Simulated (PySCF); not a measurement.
All values below come from PBE-D3(BJ)/def2-TZVP // TPSS-D3(BJ)/def2-SVP (PySCF 2.14.0). All species are isolated molecules in the gas phase. 

Reference species: [Cd(F)2] (neutral, multiplicity 1).

```json
{
 "LUMO": "-3.41 eV",
 "charge on the central atom (Mulliken)": "0.99 e"
}
```

Changed species: [Cd(Cl)(F)] (1 of 2 Cl replaced by F; the reference has 2 of 2 Cl replaced by F).

**Question.** What does the change do to the LUMO and charge on the central atom (Mulliken)?

**Answer.** the LUMO rises by 0.08 eV, to -3.33 eV; the charge on the central atom (Mulliken) falls by 0.13 e, to 0.86 e.
